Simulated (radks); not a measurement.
Results of a calculation; reference values are marked as such.
How relativity changes the ionisation of the phosphorus ion P2+ ([Ne] 3s2 3p1) to P3+ ([Ne] 3s2). Spin-unpolarised spherical Kohn-Sham, BLYP, point nucleus unless stated (finite: rms radius 3.1889 fm), a radial shooting solver on a logarithmic mesh with Libxc functionals. A level marked "c x" has the speed of light scaled by that factor and shares open shells by 2j + 1; other Dirac levels either fill j = l - 1/2 first or share by 2j + 1.

| level | E(P2+) (hartree) | E(P3+) (hartree) | IE (eV) | HOMO | <r> HOMO (bohr) |
|---|---|---|---|---|---|
| non-rel. | -340.16858 | -339.07785 | 29.680 | 3p | 1.975 |
| scalar-rel. | -341.02571 | -339.93535 | 29.670 | 3p | 1.975 |
| scalar-rel., finite nucleus | -341.02544 | -339.93508 | 29.670 | 3p | 1.975 |
| Dirac, 2j+1 shares | -341.02632 | -339.93595 | 29.670 | 3p3/2 | 1.977 |
| Dirac, low j first | -341.02830 | -339.93595 | 29.724 | 3p1/2 | 1.971 |
| Dirac, 2j+1 shares, finite nucleus | -341.02605 | -339.93568 | 29.670 | 3p3/2 | 1.977 |
| Dirac, c x 0.75 | -341.70053 | -340.61045 | 29.663 | 3p3/2 | 1.978 |
| Dirac, c x 0.85 | -341.35848 | -340.26825 | 29.667 | 3p3/2 | 1.977 |
| Dirac, c x 1.25 | -340.71636 | -339.62587 | 29.674 | 3p3/2 | 1.976 |

NIST Atomic Spectra Database: 30.203 eV (measured). The relativistic part of the total energy of P2+ is -0.8575 hartree (Dirac, 2j+1 shares, finite nucleus), 0.25 % of the non-relativistic value. Spin polarisation and multiplet splitting of open shells are left out at every level.

Beside tabulated values, note that spin-unpolarised runs miss the spin-polarisation part of the exchange energy of open shells.
